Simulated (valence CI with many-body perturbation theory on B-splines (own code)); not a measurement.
# Ru²⁺: configurations and terms from energies and g

Calculated by relativistic CI+MBPT: six valence electrons over a frozen Dirac-Fock core [Kr], radial functions for each j: 7 s, 7 p, 8 d, 6 f, 4 g, 1 h, with the one-electron correlation potential Σ1, the two-electron term Σ2, the three-electron term Σ3, Breit, model QED; selected CI, second order for the rest, scaled by the run's own slope (own B-spline code, finite nucleus).

Set against measurement, 6 paired levels are off by 978 cm⁻¹ on average, the worst by 2893. These come from a selection out of Moore, Atomic Energy Levels, vol. III, NSRDS-NBS 35 (1971 reprint of NBS Circular 467, 1958), an old analysis. Levels without a partner in it may be off by more, other configurations by 1,000 to 8,000 cm⁻¹. Among the levels kept, up to 2900 cm⁻¹ of a level comes from second order outside the variational space, and about a tenth of that is noise between levels of different J, which matters for small intervals. Only levels of the ground parity were solved; by the run's estimate the other parity begins above the list, which can be wrong where configurations are misplaced.

| No. | J | Parity | E (cm⁻¹) | g |
| --- | --- | --- | --- | --- |
| 1 | 4 | even | 0.0 | 1.497 |
| 2 | 3 | even | 1094 | 1.498 |
| 3 | 2 | even | 1773 | 1.499 |
| 4 | 1 | even | 2217 | 1.499 |
| 6 | 6 | even | 14989 | 1.162 |
| 8 | 5 | even | 15223 | 1.059 |
| 9 | 2 | even | 15724 | 1.487 |
| 11 | 3 | even | 17088 | 1.014 |
| 12 | 2 | even | 17663 | 0.675 |
| 13 | 5 | even | 18640 | 1.174 |
| 14 | 1 | even | 19015 | 1.452 |
| 15 | 4 | even | 19678 | 1.071 |
| 17 | 3 | even | 19893 | 0.823 |
| 18 | 2 | even | 22677 | 1.171 |

Energies count from the lowest level. Strongly mixed levels and levels close to another of their J and parity, and those with J = 0 are left out, so the numbers can have gaps.

Question: Give configuration and LS term of each level.

Answer: 1: 4d⁶ ⁵D; 2: 4d⁶ ⁵D; 3: 4d⁶ ⁵D; 4: 4d⁶ ⁵D; 6: 4d⁶ ³H; 8: 4d⁶ ³H; 9: 4d⁶ ³P; 11: 4d⁶ ³F; 12: 4d⁶ ³F; 13: 4d⁶ ³G; 14: 4d⁶ ³P; 15: 4d⁶ ³G; 17: 4d⁶ ³G; 18: 4d⁶ ³D.
